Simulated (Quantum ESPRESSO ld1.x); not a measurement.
Input (ld1.x (Quantum ESPRESSO 7.5)):

```
 &input
    zed=83.0,
    iswitch=1,
    rel=1,
    dft='SLA-VWN',
    config='[Hg] 6p2 7s0 5f0 6d0 7p0',
    verbosity='high',
    prefix='ld1',
    max_out_wfc=37,
    file_charge='ld1.rho',
 /
```

It prints:

```
     Program LD1 v.7.5 starts

     --------------------------- All-electron run ----------------------------

     scalar relativistic calculation

     atomic number is 83.00
     dft =SLA-VWN   lsd =0 sic =0 latt =0  beta=0.20 tr2=1.0E-14
     Exchange-correlation= SLA-VWN
                           (   1   2   0   0   0   0   0)
     mesh =2129 r(mesh) =  99.99892 a.u. xmin = -8.00 dx = 0.00800
     1 Ry =  13.60569312 eV, c = 137.03599908

     n l     nl                  e(Ry)          e(Ha)          e(eV)
     1 0     1S 1( 2.00)   -6660.911504423   -3330.455752212 -90626.3178486
     2 0     2S 1( 2.00)   -1197.367729281    -598.683864640 -16291.0178800
     2 1     2P 1( 6.00)   -1024.516577637    -512.258288818 -13939.2581547
     3 0     3S 1( 2.00)    -289.461986889    -144.730993444  -3938.3309644
     3 1     3P 1( 6.00)    -240.098447366    -120.049223683  -3266.7057942
     4 0     4S 1( 2.00)     -66.847208672     -33.423604336   -909.5026073
     4 1     4P 1( 6.00)     -50.673088448     -25.336544224   -689.4424910
     3 2     3D 1(10.00)    -190.500695257     -95.250347628  -2591.8939994
     5 0     5S 1( 2.00)     -12.217907067      -6.108953533   -166.2330942
     5 1     5P 1( 6.00)      -7.655724441      -3.827862221   -104.1614374
     4 2     4D 1(10.00)     -32.200741092     -16.100370546   -438.1134016
     6 0     6S 1( 2.00)      -1.650338813      -0.825169407    -22.4540034
     5 2     5D 1(10.00)      -2.598021378      -1.299010689    -35.3478816
     4 3     4F 1(14.00)     -11.845289583      -5.922644792   -161.1633750
     6 1     6P 1( 2.00)      -0.860901387      -0.430450693    -11.7131601
     7 0     7S 1( 0.00)      -0.356716429      -0.178358215     -4.8533743
     5 3     5F 1( 0.00)      -0.070771158      -0.035385579     -0.9628907
     6 2     6D 1( 0.00)      -0.240540303      -0.120270151     -3.2727175
     7 1     7P 1( 0.00)      -0.206003042      -0.103001521     -2.8028142

     final scf error:  8.0E-16 reached in  21 iterations

     Etot =  -43038.092196 Ry,  -21519.046098 Ha, -585563.075016 eV

     Ekin =   48824.161537 Ry,   24412.080768 Ha,  664286.558858 eV
     Encl = -107570.327645 Ry,  -53785.163823 Ha,-1463568.867084 eV
     Eh   =   16473.955486 Ry,    8236.977743 Ha,  224139.582866 eV
     Exc  =    -765.881573 Ry,    -382.940787 Ha,  -10420.349656 eV

     normalization and overlap integrals

     s(1S/1S) =  1.000000  <r> =   0.0158  <r2> =    0.0003  r(max) =   0.0096
     s(1S/2S) = -0.042021
     s(1S/3S) = -0.018429
     s(1S/4S) = -0.009198
     s(1S/5S) = -0.004290
     s(1S/6S) = -0.001574
     s(1S/7S) = -0.000609
     s(2S/2S) =  1.000000  <r> =   0.0665  <r2> =    0.0052  r(max) =   0.0564
     s(2S/3S) = -0.011937
     s(2S/4S) = -0.005673
     s(2S/5S) = -0.002618
     s(2S/6S) = -0.000959
     s(2S/7S) = -0.000371
     s(2P/2P) =  1.000000  <r> =   0.0606  <r2> =    0.0045  r(max) =   0.0469
     s(2P/3P) = -0.009243
     s(2P/4P) = -0.004168
     s(2P/5P) = -0.001794
     s(2P/6P) = -0.000545
     s(2P/7P) = -0.000216
     s(3S/3S) =  1.000000  <r> =   0.1717  <r2> =    0.0337  r(max) =   0.1584
     s(3S/4S) = -0.004162
     s(3S/5S) = -0.001852
     s(3S/6S) = -0.000674
     s(3S/7S) = -0.000260
     s(3P/3P) =  1.000000  <r> =   0.1738  <r2> =    0.0350  r(max) =   0.1584
     s(3P/4P) = -0.003472
     s(3P/5P) = -0.001442
     s(3P/6P) = -0.000436
     s(3P/7P) = -0.000173
     s(4S/4S) =  1.000000  <r> =   0.3773  <r2> =    0.1606  r(max) =   0.3553
     s(4S/5S) = -0.001319
     s(4S/6S) = -0.000471
     s(4S/7S) = -0.000181
     s(4P/4P) =  1.000000  <r> =   0.4029  <r2> =    0.1844  r(max) =   0.3757
     s(4P/5P) = -0.001045
     s(4P/6P) = -0.000311
     s(4P/7P) = -0.000123
     s(3D/3D) =  1.000000  <r> =   0.1575  <r2> =    0.0290  r(max) =   0.1297
     s(3D/4D) = -0.002545
     s(3D/5D) = -0.000846
     s(3D/6D) = -0.000160
     s(5S/5S) =  1.000000  <r> =   0.8299  <r2> =    0.7716  r(max) =   0.7719
     s(5S/6S) = -0.000286
     s(5S/7S) = -0.000109
     s(5P/5P) =  1.000000  <r> =   0.9474  <r2> =    1.0120  r(max) =   0.8566
     s(5P/6P) = -0.000181
     s(5P/7P) = -0.000071
     s(4D/4D) =  1.000000  <r> =   0.4227  <r2> =    0.2062  r(max) =   0.3818
     s(4D/5D) = -0.000676
     s(4D/6D) = -0.000126
     s(6S/6S) =  1.000000  <r> =   2.1177  <r2> =    5.0505  r(max) =   1.8463
     s(6S/7S) = -0.000049
     s(5D/5D) =  1.000000  <r> =   1.2325  <r2> =    1.7579  r(max) =   1.0296
     s(5D/6D) = -0.000065
     s(4F/4F) =  1.000000  <r> =   0.4411  <r2> =    0.2322  r(max) =   0.3414
     s(4F/5F) = -0.000008
     s(6P/6P) =  1.000000  <r> =   2.7840  <r2> =    8.8041  r(max) =   2.3659
     s(6P/7P) = -0.000027
     s(7S/7S) =  1.000000  <r> =   5.4110  <r2> =   32.8256  r(max) =   4.8606
     s(5F/5F) =  1.000000  <r> =  13.7256  <r2> =  220.1885  r(max) =  11.6250
     s(6D/6D) =  1.000000  <r> =   5.1883  <r2> =   31.0926  r(max) =   4.2425
     s(7P/7P) =  1.000000  <r> =   7.3754  <r2> =   61.4587  r(max) =   6.5874

     ------------------------ End of All-electron run ------------------------
```

Run on one thread of a shared host, so times are rough (Intel(R) Xeon(R) Processor @ 2.60GHz): 0.67 s of CPU time, 0.7 s wall, 21 iterations on 2129 mesh points.
